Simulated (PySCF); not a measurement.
Ligands exchanged one at a time, Al OH-SH. Isolated molecules, 0 K electronic values unless said otherwise. One relaxed conformer stands for each flexible species; it need not be the lowest. Strings in code marks are SMILES.

Quantity: vertical ionisation energy (energy after one electron is removed minus that of the parent at the parent's geometry), in eV.

Level 1: B3LYP-D3(BJ)/def2-TZVP (PySCF)
Level 2: minus the HOMO energy of B3LYP-D3(BJ)/def2-TZVP (PySCF)
Level 3: minus the HOMO energy of HF/6-31G* // B3LYP-D3(BJ)/def2-TZVP (PySCF)
Level 4: minus the HOMO energy of PBE-D3(BJ)/def2-TZVP // B3LYP-D3(BJ)/def2-TZVP (PySCF)

```
species               level 1  level 2  level 3  level 4
--------------------  -------  -------  -------  -------
`[SH][Al]([SH])[SH]`     9.49     7.45    10.50     6.51
`[OH][Al]([OH])[SH]`    10.05     7.41    10.44     6.43
`[OH][Al]([OH])[OH]`    11.27     8.73    13.21     7.28
`[OH][Al]([SH])[SH]`     9.51     7.32    10.32     6.38
```
